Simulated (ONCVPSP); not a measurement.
## Logarithmic derivatives: sulfur (S), ONCV

| Property | Result |
| --- | --- |
| Element | S (Z = 16) |
| Generator | ONCVPSP 4.0.1 |
| Type | optimised norm-conserving Vanderbilt (ONCV) |
| Functional | PBE |
| Relativity | scalar-relativistic |
| Frozen core | [He] |
| Valence charge | 14 |
| Reference configuration | 2s2 2p6 3s2 3p4 |
| Partial waves | 2s+3s: rc 0.95 bohr, ncon 4, nbas 7, qcut 14.4 1/bohr, 2 projectors; 2p+3p: rc 0.70 bohr, ncon 4, nbas 9, qcut 17.3 1/bohr, 2 projectors; d scattering state at 0.4 Ha: rc 0.85 bohr, ncon 3, nbas 6, qcut 10.5 1/bohr, 1 projector |
| Local potential | polynomial inside 0.45 bohr (lpopt 5, dvloc0 1 Ha) |
| Core correction | Teter function, fcfact 4, rcfact 1.65 |

The phase is arctan(r·R′/R) of the radial function R(r), unwrapped; energies in Ha, scanned from -9 to 5 Ha. A pole is an energy at which the radial function vanishes at the test radius. The pseudo phase is shifted by a multiple of π to meet the all-electron one at the reference energy, and phase errors are pseudo minus all-electron; the curves can meet again beyond the range given. Levels narrower than the energy grid can be missing from the lists of poles.

| channel | radius (bohr) | reference energy (Ha) | poles, all-electron | poles, pseudo | unbroken range about the reference energy with phases within 0.05 rad | phase error 1 Ha above the reference energy (rad) |
| --- | --- | --- | --- | --- | --- | --- |
| s | 0.96 | -0.63 | -7.19 | -7.19 | the whole range | +0.000 |
| p | 0.71 | -0.26 | -3.38 | -3.38 | the whole range | +0.000 |
| d | 0.86 | 0.40 | none | none | the whole range | +0.001 |

Phases in the p channel:

```json
{"E (Ha)": "-8.96", "all-electron": "0.266", "pseudo": "0.266"}
{"E (Ha)": "-8.24", "all-electron": "-0.103", "pseudo": "-0.103"}
{"E (Ha)": "-7.52", "all-electron": "-0.525", "pseudo": "-0.525"}
{"E (Ha)": "-6.80", "all-electron": "-0.882", "pseudo": "-0.882"}
{"E (Ha)": "-6.08", "all-electron": "-1.133", "pseudo": "-1.133"}
{"E (Ha)": "-5.36", "all-electron": "-1.304", "pseudo": "-1.304"}
{"E (Ha)": "-4.64", "all-electron": "-1.425", "pseudo": "-1.425"}
{"E (Ha)": "-3.92", "all-electron": "-1.516", "pseudo": "-1.516"}
{"E (Ha)": "-3.20", "all-electron": "-1.588", "pseudo": "-1.588"}
{"E (Ha)": "-2.48", "all-electron": "-1.649", "pseudo": "-1.649"}
{"E (Ha)": "-1.76", "all-electron": "-1.703", "pseudo": "-1.703"}
{"E (Ha)": "-1.04", "all-electron": "-1.754", "pseudo": "-1.754"}
{"E (Ha)": "-0.32", "all-electron": "-1.803", "pseudo": "-1.803"}
{"E (Ha)": "0.40", "all-electron": "-1.853", "pseudo": "-1.853"}
{"E (Ha)": "1.12", "all-electron": "-1.906", "pseudo": "-1.906"}
{"E (Ha)": "1.84", "all-electron": "-1.964", "pseudo": "-1.964"}
{"E (Ha)": "2.56", "all-electron": "-2.030", "pseudo": "-2.030"}
{"E (Ha)": "3.28", "all-electron": "-2.108", "pseudo": "-2.108"}
{"E (Ha)": "4.00", "all-electron": "-2.202", "pseudo": "-2.201"}
{"E (Ha)": "4.72", "all-electron": "-2.318", "pseudo": "-2.317"}
```
